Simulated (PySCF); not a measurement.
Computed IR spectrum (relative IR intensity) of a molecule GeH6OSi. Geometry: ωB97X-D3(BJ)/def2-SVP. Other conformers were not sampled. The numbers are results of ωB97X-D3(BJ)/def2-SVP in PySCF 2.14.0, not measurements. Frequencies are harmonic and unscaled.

ν (cm⁻¹): 225 (m), 359 (w), 479 (vw), 730 (m), 807 (vs), 829 (m), 899 (w), 908 (w), 924 (m), 966 (m), 2162 (m), 2176 (m), 2180 (m), 2225 (m), 2281 (m), 3935 (m) (against the strongest line: vs over 80 %, s over 45 %, m over 15 %, w over 4 %, vw less)

Q: Which molecule gave these data?
A. [OH][GeH2][SiH3]
B. O[SiH2][GeH3]
C. [SiH3][O][GeH3]

A: B, O[SiH2][GeH3]
